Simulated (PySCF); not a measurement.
**A survey of ²⁹Si NMR shifts**

All values are calculated (PySCF): geometry from GFN2-xTB, σ from GIAO-PBE0/pcSseg-1. No solvent model, non-relativistic, rapidly exchanging positions averaged, one conformer.

Shieldings were converted by a linear fit to measured shifts: ²⁹Si (scatter 8.9 ppm rms, 25.8 ppm with the 6 outliers that the fit left out vs TMS, solution or neat liquid). A few per cent of atoms miss by over 2 rms, more outside the fitted compound classes.

Question: Give the ²⁹Si shifts of `P[SiH2]N[C@@H]1C=CC[SiH2]1`, `N[Si@@H](P)[C@H]1CC=C[SiH2]1`, `FC(F)(F)[SiH2][SiH2][SiH3]`, `CN(C)[SiH2]C#C[SiH2]P`, `FC(F)(F)[SiH]([SiH3])[SiH3]`, `FC(F)(F)[SiH]([SiH3])[SiH3]`, `C=C(/C=N/[SiH2]P)C[SiH3]`.

Answer: 
```json
{"compound": "[PH2:1][SiH2:2][NH:3][C@@H:4]1[CH:5]=[CH:6][CH2:7][SiH2:8]1", "environment": "Si8: silicon bonded to 2 C, 2 H, in a 5-membered ring", "δ (ppm)": "-29.8"}
{"compound": "[PH2:1][SiH2:2][NH:3][C@@H:4]1[CH:5]=[CH:6][CH2:7][SiH2:8]1", "environment": "Si2: silicon bonded to N, P, 2 H", "δ (ppm)": "-39.8"}
{"compound": "[NH2:1][Si@@H:2]([PH2:3])[C@H:4]1[CH2:5][CH:6]=[CH:7][SiH2:8]1", "environment": "Si2: silicon bonded to C, N, P, H", "δ (ppm)": "-16.2"}
{"compound": "[NH2:1][Si@@H:2]([PH2:3])[C@H:4]1[CH2:5][CH:6]=[CH:7][SiH2:8]1", "environment": "Si8: silicon bonded to 2 C, 2 H, in a 5-membered ring", "δ (ppm)": "-30.7"}
{"compound": "[F:1][C:2]([F:3])([F:4])[SiH2:5][SiH2:6][SiH3:7]", "environment": "Si5: silicon bonded to C, Si, 2 H", "δ (ppm)": "-62.1"}
{"compound": "[F:1][C:2]([F:3])([F:4])[SiH2:5][SiH2:6][SiH3:7]", "environment": "Si7: silicon bonded to Si, 3 H", "δ (ppm)": "-99.3"}
{"compound": "[F:1][C:2]([F:3])([F:4])[SiH2:5][SiH2:6][SiH3:7]", "environment": "Si6: silicon bonded to 2 Si, 2 H", "δ (ppm)": "-115.4"}
{"compound": "[CH3:1][N:2]([CH3:3])[SiH2:4][C:5]#[C:6][SiH2:7][PH2:8]", "environment": "Si4: silicon bonded to C, N, 2 H", "δ (ppm)": "-51.4"}
{"compound": "[CH3:1][N:2]([CH3:3])[SiH2:4][C:5]#[C:6][SiH2:7][PH2:8]", "environment": "Si7: silicon bonded to C, P, 2 H", "δ (ppm)": "-69.7"}
{"compound": "[F:1][C:2]([F:3])([F:4])[SiH:5]([SiH3:6])[SiH3:7]", "environment": "Si5: silicon bonded to C, 2 Si, H", "δ (ppm)": "-66.6"}
{"compound": "[F:1][C:2]([F:3])([F:4])[SiH:5]([SiH3:6])[SiH3:7]", "environment": "Si6/7: silicon bonded to Si, 3 H (×2)", "δ (ppm)": "-99.8"}
{"compound": "[F:1][C:2]([F:3])([F:4])[SiH:5]([SiH3:6])[SiH3:7]", "environment": "Si5: silicon bonded to C, 2 Si, H", "δ (ppm)": "-66.6"}
{"compound": "[F:1][C:2]([F:3])([F:4])[SiH:5]([SiH3:6])[SiH3:7]", "environment": "Si6/7: silicon bonded to Si, 3 H (×2)", "δ (ppm)": "-99.8"}
{"compound": "[CH2:1]=[C:2](/[CH:3]=[N:4]/[SiH2:5][PH2:6])[CH2:7][SiH3:8]", "environment": "Si5: silicon bonded to N, P, 2 H", "δ (ppm)": "-41.0"}
{"compound": "[CH2:1]=[C:2](/[CH:3]=[N:4]/[SiH2:5][PH2:6])[CH2:7][SiH3:8]", "environment": "Si8: silicon bonded to C, 3 H", "δ (ppm)": "-59.5"}
```

Question: Match the shifts 6.8, -16.9, -67.1 ppm to `CC(=O)C1=C[C@@]2([SiH3])C=C[C@@H]12`, `CS/C(=C\C(C)C)[SiH2]F`, `CC#CC1=CC(=O)[Si@H]1CC`.

Answer: 6.8: CC#CC1=CC(=O)[Si@H]1CC (silicon bonded to 3 C, H, in a 4-membered ring); -16.9: CS/C(=C\C(C)C)[SiH2]F (silicon bonded to C, F, 2 H); -67.1: CC(=O)C1=C[C@@]2([SiH3])C=C[C@@H]12 (silicon bonded to C, 3 H).
